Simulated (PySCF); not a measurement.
Compound: C₆H₁₀N (doublet state).
Cartesian coordinates in Å at the GFN2-xTB level; atoms count from 1:
```xyz
17
C6H10N angstrom
C      3.2602   -0.3343    0.5172
C      2.0994   -0.2263   -0.2007
N      0.9416   -0.0869    0.3929
C     -0.2233    0.0220   -0.3727
C     -1.3703   -0.9342    0.0584
C     -2.3446    0.2469    0.1038
C     -1.1506    1.2030    0.0268
H      4.2107   -0.4491    0.0298
H      3.2327   -0.3032    1.5909
H      2.1564   -0.2582   -1.2991
H     -0.0441   -0.0141   -1.4618
H     -1.1655   -1.3556    1.0389
H     -1.5935   -1.7306   -0.6473
H     -2.9620    0.3236    0.9953
H     -2.9832    0.2998   -0.7760
H     -1.2092    2.0073   -0.7025
H     -0.8617    1.6019    0.9952
```

The hyperfine couplings belong to this conformer and change with its torsions.

The species is `C=C[N]C1CCC1` [radical].

Computed, not measured: PySCF, UKS B3LYP, pcH-1 on C H N, non-relativistic, mean-field spin-orbit, GIAO. Isolated species at its GFN2-xTB geometry (one conformer only). A GFN2-xTB geometry isn't a minimum of the functional, and hyperfine couplings can be far from their values at a DFT geometry. The SCF solution wasn't tested for stability. ⟨S²⟩ is 0.776 where a pure state has 0.75.

Mulliken spin populations: C1 +0.718, C2 -0.231, N3 +0.516, C4 -0.041, C5 +0.048, C6 +0.001, C7 +0.047, H8 -0.032, H9 -0.030, H10 +0.006, H11 -0.001, H12 -0.002, H13 +0.002, H14 0.000, H15 0.000, H16 +0.002, H17 -0.002. Main spin sites, with 60 % or more of the largest population: C1, N3; positions count bonds from the nearest.

Q: What dipolar couplings does the calculation give for H11, H12, H13, H14, H15, H16, H17?

A: 
```
atom         position  distance from C1 (Å)  T1 (MHz)     T2    T3
 H11  2 bonds from N3                  3.86     -3.09  -2.38  5.47
 H12  3 bonds from N3                  4.57     -4.15  -0.96  5.11
 H13  3 bonds from N3                  5.18     -2.74  -1.12  3.87
 H14  4 bonds from N3                  6.28     -1.07  -0.64  1.71
 H15  4 bonds from N3                  6.41     -1.15  -0.60  1.75
 H16  3 bonds from N3                  5.19     -2.70  -1.12  3.82
 H17  3 bonds from N3                  4.58     -4.09  -0.97  5.06
```

Q: Estimate them with point dipoles: put each population ρk at its nucleus, leave out the nucleus itself and the atom bound to it, and sum T = Σ [ρk/(2S)]·C·(3 n nᵀ − 1)/r³ with C = μ0 gₑ μB g_N μN/(4π h) = 79.06 MHz Å³.

A: 
```json
{"atom": "H11", "T1 (MHz)": "-4.38", "T2": "-3.72", "T3": "8.09", "T3, computed": "5.47", "difference in T3 (%)": "+48"}
{"atom": "H12", "T1 (MHz)": "-2.67", "T2": "-2.21", "T3": "4.88", "T3, computed": "5.11", "difference in T3 (%)": "-4"}
{"atom": "H13", "T1 (MHz)": "-1.30", "T2": "-0.98", "T3": "2.28", "T3, computed": "3.87", "difference in T3 (%)": "-41"}
{"atom": "H14", "T1 (MHz)": "-1.17", "T2": "-0.83", "T3": "2.00", "T3, computed": "1.71", "difference in T3 (%)": "+17"}
{"atom": "H15", "T1 (MHz)": "-1.25", "T2": "-0.68", "T3": "1.93", "T3, computed": "1.75", "difference in T3 (%)": "+10"}
{"atom": "H16", "T1 (MHz)": "-1.31", "T2": "-0.98", "T3": "2.28", "T3, computed": "3.82", "difference in T3 (%)": "-40"}
{"atom": "H17", "T1 (MHz)": "-2.67", "T2": "-2.21", "T3": "4.88", "T3, computed": "5.06", "difference in T3 (%)": "-4"}
```

The SMILES draws the unpaired electron on N3; the largest computed Mulliken spin population is on C1 (0.72 against 0.52).
